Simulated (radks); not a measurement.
All-electron atom: the silver ion Ag2+ in [Kr] 4d(3/2: 4, 5/2: 5).

Calculated with a radial shooting solver on a logarithmic mesh with Libxc functionals: Dirac Kohn-Sham, PBE, spin-unpolarised, spherical densities, finite nucleus; Fermi nuclear charge, rms radius 4.5454 fm.

Energy parts (hartree):
part                        energy
total                  -5316.04188
kinetic                 5563.25106
electron-nucleus      -12855.40504
Hartree                 2124.89846
exchange-correlation    -148.78637

Orbitals (lengths in bohr, moments of r in powers of bohr):
orbital  occ.  eigenvalue (hartree)      <r^4>  <1/r>     <r^2>  small-component weight
1s1/2       2             -931.1187  4.451e-06  49.44  0.001308                2.96e-02
2s1/2       2             -137.7715  0.0007902  11.39   0.02140                6.20e-03
2p1/2       2             -128.0899  0.0005147  11.37   0.01600                6.22e-03
2p3/2       4             -121.6468  0.0005933  10.68   0.01732                5.97e-03
3s1/2       2             -25.94010    0.03700  3.983    0.1553                1.75e-03
3p1/2       2             -22.08855    0.03666  3.889    0.1507                1.69e-03
3p3/2       4             -20.95143    0.04107  3.722    0.1598                1.62e-03
3d3/2       4             -14.13365    0.03725  3.557    0.1409                1.51e-03
3d5/2       6             -13.90466    0.03861  3.514    0.1436                1.49e-03
4s1/2       2              -4.31800      1.323  1.523    0.9382                4.43e-04
4p1/2       2              -3.10345      1.860  1.403     1.088                3.86e-04
4p3/2       4              -2.91488      2.109  1.350     1.157                3.66e-04
4d3/2       4              -1.07445      7.832  1.031     2.025                2.28e-04
4d5/2       5              -1.05179      8.260  1.017     2.078                2.23e-04

The highest occupied level is 4d5/2 at -28.621 eV. The electron density at the nucleus is 1.457e+05 e/bohr^3.
